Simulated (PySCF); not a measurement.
**KI: frontier orbitals**

PBE0 at R = 3.070 Å; basis K x2c-TZVPall, I x2c-TZVPall; spin-free X2C with a Gaussian nucleus; PySCF 2.14. State: ¹Σ⁺ (singlet), closed shell. Only the outer orbitals are listed, counted within each symmetry.

| orbital | occ. | ε (eV) | on K (%) | main shells (%) |
| --- | --- | --- | --- | --- |
| 13σ | 2 | -39.25 | 100 | 100 K s |
| 7π | 2 | -21.39 | 100 | 100 K p |
| 7π | 2 | -21.39 | 100 | 100 K p |
| 14σ | 2 | -21.32 | 99 | 99 K p |
| 15σ | 2 | -16.12 | 3 | 97 I s |
| 16σ | 2 | -5.72 | 8 | 92 I p |
| 8π | 2 | -5.38 | 4 | 96 I p |
| 8π | 2 | -5.38 | 4 | 96 I p |
| 17σ | 0 | -1.48 | 98 | 81 K s, 17 K p |
| 9π | 0 | 0.29 | 99 | 89 K p, 10 K d |
| 9π | 0 | 0.29 | 99 | 89 K p, 10 K d |

Question: Which are the highest filled and the lowest empty level, where do they sit, and how wide is the gap?

Answer: Highest filled 8π at -5.38 eV (in %: 96 I p); lowest empty 17σ at -1.48 eV (in %: 81 K s, 17 K p); the gap at PBE0 is 3.90 eV.

| Quantity | Value |
| --- | --- |
| bond order (Mayer) | 0.69 |
| ⟨S²⟩ | 0.000 |
| charge on K (Mulliken, basis-dependent) | 0.64 |
| charge on K (Löwdin, basis-dependent) | 0.24 |
| dipole moment (positive dipole means K(−)I(+)) | -10.71 D |
| polarisability along the bond | 70.9 bohr³ |
| polarisability across the bond | 48.3 bohr³ |

Spin–orbit coupling is left out.
